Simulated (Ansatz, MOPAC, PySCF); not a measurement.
C$_{4}$H$_{11}$O$_{2}$Sb, SMILES `CCC[CH2][Sb]([OH])[OH]`, neutral singlet in the gas phase. In the def2 sets core potentials replace the inner electrons of Sb.

Cartesian coordinates (Å):
SMILES: CCC[CH2][Sb]([OH])[OH]
```xyz
18

C     -2.7889     0.7569     0.0469
C     -1.6495    -0.1949     0.4082
C     -0.3847     0.0377    -0.4240
C      0.7622    -0.9065    -0.0693
Sb     2.6280    -0.4110    -1.0931
O      3.6391    -1.1522     0.4783
O      2.6146     1.5214    -0.5509
H     -2.4881     1.8082     0.1890
H     -3.0868     0.6403    -1.0085
H     -3.6810     0.5770     0.6674
H     -1.9804    -1.2413     0.2808
H     -1.3979    -0.0879     1.4787
H     -0.6378    -0.0625    -1.4962
H     -0.0493     1.0823    -0.2985
H      1.0272    -0.8580     1.0006
H      0.5135    -1.9572    -0.2939
H      4.5908    -1.1607     0.3011
H      2.3691     1.6084     0.3833
```
Charge 0, multiplicity 1.

All levels are single points at this geometry (B3LYP-D3(BJ)/def2-SVP); Pople sets use spherical d functions. Orbital energies aren't observables, and empty levels follow the basis.

| level | HOMO (eV) | LUMO (eV) | gap (eV) | dipole (D) | vertical IE, Delta-SCF (eV) |
|---|---|---|---|---|---|
| CAM-B3LYP-D3(BJ)/def2-TZVP in Ansatz | -8.37 | 0.13 | 8.50 | 1.44 | – |
| PBE-D3(BJ)/def2-TZVP in Ansatz | -5.97 | -1.53 | 4.45 | 1.23 | 8.63 |
| PBE0-D3(BJ)/def2-TZVP in Ansatz | -7.09 | -0.76 | 6.32 | 1.35 | 8.91 |
| B3LYP/6-31G* (LANL2DZ on Sb) in PySCF | -6.70 | -0.61 | 6.10 | 1.31 | 8.82 |
| PBE/6-31G* (LANL2DZ on Sb) in PySCF | -5.72 | -1.18 | 4.55 | 1.13 | 8.48 |
| HF/6-31G* (LANL2DZ on Sb) in PySCF | -9.49 | 2.60 | 12.09 | 1.76 | 8.49 |
| AM1 in MOPAC | -9.63 | 0.82 | 10.45 | 2.00 | – |
| PM3 in MOPAC | -10.17 | -0.18 | 9.99 | 2.36 | – |
| PM6 in MOPAC | -9.90 | 0.63 | 10.54 | 1.74 | – |

Ansatz is an electronic-structure program.
